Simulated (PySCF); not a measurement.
C2H6BNO. Atoms are numbered in the order given.

```xyz
11

B      0.2023     0.4119     0.1744
C     -0.6466    -0.4334    -0.8362
C     -0.8322    -1.7565    -0.7013
H     -1.1178     0.0632    -1.6978
H     -1.4268    -2.3473    -1.4084
H     -0.3840    -2.2986     0.1399
O      0.7782    -0.2516     1.2343
H      1.2850     0.3222     1.8192
N      0.3532     1.8063    -0.0217
H      0.8820     2.4245     0.5812
H     -0.0749     2.2848    -0.8036
```
Charge 0, spin multiplicity 1.

Geometry: r2SCAN-D4/def2-SVP. The structure was generated by enumeration, and PubChem lists no compound with its InChIKey, so it may never have been made. The values are those of a single conformer.

Calculation: TDDFT-PBE/def2-SVPD run with PySCF.

Vertical excitations. Isolated molecule, no solvent.

```json
[
 {"state": "S1", "energy (eV)": "5.54", "λ (nm)": "224", "f": "0.085", "main pairs": "HOMO−1→LUMO 58 %, HOMO→LUMO 39 %"},
 {"state": "S2", "energy (eV)": "5.65", "λ (nm)": "219", "f": "0.001", "main pairs": "HOMO→LUMO+1 100 %"},
 {"state": "S3", "energy (eV)": "6.05", "λ (nm)": "205", "f": "0.006", "main pairs": "HOMO−1→LUMO+1 100 %"},
 {"state": "S4", "energy (eV)": "6.39", "λ (nm)": "194", "f": "0.000", "main pairs": "HOMO−2→LUMO 99 %"},
 {"state": "S5", "energy (eV)": "6.48", "λ (nm)": "191", "f": "0.341", "main pairs": "HOMO→LUMO 55 %, HOMO−1→LUMO 35 %"},
 {"state": "S6", "energy (eV)": "6.88", "λ (nm)": "180", "f": "0.001", "main pairs": "HOMO→LUMO+2 99 %"},
 {"state": "S7", "energy (eV)": "6.92", "λ (nm)": "179", "f": "0.018", "main pairs": "HOMO−2→LUMO+1 99 %"},
 {"state": "S8", "energy (eV)": "7.06", "λ (nm)": "176", "f": "0.001", "main pairs": "HOMO−3→LUMO 99 %"},
 {"state": "S9", "energy (eV)": "7.08", "λ (nm)": "175", "f": "0.027", "main pairs": "HOMO→LUMO+3 98 %"},
 {"state": "S10", "energy (eV)": "7.28", "λ (nm)": "170", "f": "0.022", "main pairs": "HOMO−1→LUMO+2 98 %"},
 {"state": "T1", "energy (eV)": "4.03", "λ (nm)": "307", "f": "0", "main pairs": "HOMO→LUMO 82 %, HOMO−1→LUMO 16 %"},
 {"state": "T2", "energy (eV)": "4.97", "λ (nm)": "250", "f": "0", "main pairs": "HOMO−1→LUMO 82 %, HOMO→LUMO 17 %"},
 {"state": "T3", "energy (eV)": "5.56", "λ (nm)": "223", "f": "0", "main pairs": "HOMO→LUMO+1 98 %"},
 {"state": "T4", "energy (eV)": "5.79", "λ (nm)": "214", "f": "0", "main pairs": "HOMO−2→LUMO 99 %"}
]
```
Triplets are in the Tamm–Dancoff approximation, which puts them higher than full response would, so one can lie above its singlet here.
